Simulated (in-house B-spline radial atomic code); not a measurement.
## Ionising Ni4+ with different functionals

Computed with an all-electron radial atomic-structure program (B-spline basis): scalar-relativistic (spin-free X2C) Hamiltonian, Fermi nucleus of rms radius 3.7757 fm, spin-polarised at highest spin, spherical fractional occupations for the functionals, the average over the highest-spin determinants for Hartree-Fock. The ionisation energy is the difference of two self-consistent energies, [Ar] 3d6 → [Ar] 3d5, without Breit or QED terms; ε is the level of the shell that loses the electron (its least bound occupied spin orbital).

Hybrids are left out here: with spherical fractional occupations of an open shell their exact exchange keeps a self-interaction that integer-occupation calculations don't have.

```
           method          rung  ΔSCF (eV)  -ε(3d) (eV)
     Hartree-Fock  Hartree-Fock      73.76        76.42
         LDA VWN5           LDA      76.96        65.88
         LDA PW92           LDA      76.96        65.88
LDA exchange-only           LDA      74.57        63.62
              PBE           GGA          ?            ?
           PBEsol           GGA      76.44        65.39
             BLYP           GGA      76.52        65.44
             RPBE           GGA      76.35        65.30
             PW91           GGA      76.67        65.59
             BP86           GGA          ?            ?
             AM05           GGA      76.47        65.42
             OLYP           GGA      76.46        65.41
             TPSS      meta-GGA      76.15        65.14
             SCAN      meta-GGA      75.15        64.39
           r2SCAN      meta-GGA      75.24        64.48
          revTPSS      meta-GGA      75.85        64.88
```

**Question.** What does BP86 give?

**Answer.** ΔSCF 76.64 eV, and -ε(3d) = 65.56 eV.

**Question.** What does PBE give?

**Answer.** ΔSCF 76.48 eV, and -ε(3d) = 65.43 eV.

**Question.** How do they compare with the NIST value?

**Answer.** NIST lists 76.06 eV ± 0.06 (semi-empirical, ground level to ground level). Errors run from -2.30 to +0.90 eV; TPSS is closest (+0.09 eV), but part of that can be cancellation, since the calculations leave out spin-orbit coupling, Breit-QED terms, multiplet and fine-structure energies. Hartree-Fock also lacks correlation.
